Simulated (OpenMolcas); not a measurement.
# Cr4+: moving or changing the point charges

Cr4+ among 6 point charges of -2 e arranged as a tetragonal octahedron (D4h), 1.82 Å from the ion, with the axial distance 2.002 Å.
```
   1.8200    0.0000    0.0000  -2.00
   0.0000    1.8200    0.0000  -2.00
  -1.8200    0.0000    0.0000  -2.00
   0.0000   -1.8200    0.0000  -2.00
   0.0000    0.0000    2.0020  -2.00
   0.0000    0.0000   -2.0020  -2.00
```

- Program: OpenMolcas
- Method: SS-CASPT2, IPEA 0.25 Eh, imaginary shift 0.1 Eh (closed shells correlated: 3s 3p)
- Basis: ANO-RCC-VDZP [5s4p2d1f]
- Scalar Hamiltonian: DKH2, point nucleus
- Active space: 2 electrons in 5 orbitals (3d)
- State averaging: 2S+1 = 3 even, 10 roots; 2S+1 = 1 even, 15 roots
- Spin-orbit coupling: state interaction with AMFI integrals over the reference wave functions

Runs around this geometry, states (labels of D4, the rotations of D4h). Energies in cm-1 above the lowest state or level, χT in cm3 K/mol.

| R (Å) | q (e) | Axial / equatorial distance | Ground state | First state of that spin | First gap with spin-orbit (degeneracies) | χT at 300 K | First state of another spin |
| --- | --- | --- | --- | --- | --- | --- | --- |
| 1.82 | -2 | 1.01 | 3A2 | 3E 400 | 85 (1, 2) | 0.636 | 1B2 14250 |
| 1.82 | -1.3 | 1.1 | 3A2 | 3E 630 | 120 (1, 2) | 0.610 | 1B2 13720 |
| 1.74 | -2 | 1.1 | 3A2 | 3E 1150 | 78 (1, 2) | 0.714 | 1B2 14170 |
| 1.82 | -2 | 1.1 | 3A2 | 3E 830 | 97 (1, 2) | 0.657 | 1B2 14040 |
| 1.91 | -2 | 1.1 | 3A2 | 3E 650 | 110 (1, 2) | 0.617 | 1B2 13880 |

Taking the first state of the same spin as R^-n, n = -ln(650 / 1150) / ln(1.91 / 1.74) = 6.1 between the shortest and longest distance.

Scaling the charges by -1.3 / -2 = 0.65 scales the first state of the same spin by 630 / 830 = 0.76; with fixed orbitals a first-order splitting would follow the charge.

Free-ion shares, where given, are those of the reference states; single-state CASPT2 does not remix them. This is an electrostatic model: the charges have no orbitals. No measured value stands beside these numbers.
